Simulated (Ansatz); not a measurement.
`O[SiH]([SiH3])S` + HCl → `O[SiH]([SiH3])Cl` + H₂S at 700 K and 1 bar (ligand exchange at the Si–S bond).

Gas-phase electronic energies from Ansatz, PBE0-D4/def2-TZVP geometries. CCSD(T)/CBS is the MP2 limit (def2-TZVPP, def2-QZVPP) plus CCSD(T) − MP2 in def2-TZVPP, frozen cores. This one scheme is used for every species. Each species was taken in one conformer, which may not be the lowest.

| species | CCSD(T)/CBS energy (Eh) | H − E (kJ/mol) | S (J/(mol·K)) |
| --- | --- | --- | --- |
| `O[SiH]([SiH3])S` | -1054.78504 | 235.6 | 493.5 |
| HCl | -460.38127 | 38.4 | 211.8 |
| `O[SiH]([SiH3])Cl` | -1116.20942 | 206.9 | 466.7 |
| H₂S | -398.97279 | 64.8 | 236.9 |

H − E and S are ideal-gas, rigid-rotor, harmonic terms from PBE0-D4/def2-TZVP, for one conformer and one mirror image of each species. 1 Eh = 2625.50 kJ/mol, R = 8.31446 J/(mol·K).

Task: By hand: ΔE, ΔH, ΔS and ΔG.

Result: ΔE = (-1116.20942) + (-398.97279) − (-1054.78504) − (-460.38127) = -0.01590 Eh = -41.7 kJ/mol. Δ(H − E) = 206.9 + 64.8 − 235.6 − 38.4 = -2.3, so ΔH = -44.0 kJ/mol. ΔS = 466.7 + 236.9 − 493.5 − 211.8 = -1.7 J/(mol·K). ΔG = -44.0 − 700 × (-1.7)/1000 = -42.8 kJ/mol.

Task: By hand: the equilibrium constant, and the temperature at which ΔG would vanish if ΔH and ΔS stayed fixed.

Result: log₁₀ K = −ΔG/(RT ln 10) = 3.2. ΔG = 0 at ΔH/ΔS = 25882 K, far beyond where these terms or the molecules hold.

The number of gas molecules stays the same, so ΔS is small and ΔH decides. A doubt of 5 kJ/mol in ΔE shifts log₁₀ K by 0.4 here. Other conformers and mirror images would add mixing entropy, several J/(mol·K) or more a flexible species. These are equilibria of isolated gas molecules and say nothing of rates. Largest T1 diagnostic: 0.012 (customary marks: 0.02 for closed shells, 0.045 for open ones).
